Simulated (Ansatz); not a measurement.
Scan of H2B, doublet: symmetric bend, bond length relaxed. Scanned: H-B-H angle. Other coordinates (B-H bond length) were minimised at PBE0/def2-TZVP.

Computed with full CI/def2-SVP, frozen core in Ansatz (a first-principles code).

Scanned values (°): 169.77, 158.05, 151.08, 141.44, 131.08, 118.78, 110.41, 98.28, 87.57, 79.42, 69.73, 60.

At which scan points does the profile have its minima and maxima, and how high do they lie?

Lower than their neighbours: 131.08° (0.0 kcal/mol). Higher than their neighbours: 169.77° (8.3 kcal/mol, end of the scan), 60° (57.5 kcal/mol, end of the scan). The whole profile spans 57.5 kcal/mol.

The scan ran from 180.0 to 60.0; beyond the range shown the relaxed coordinates jump or full CI changes its symmetry label.
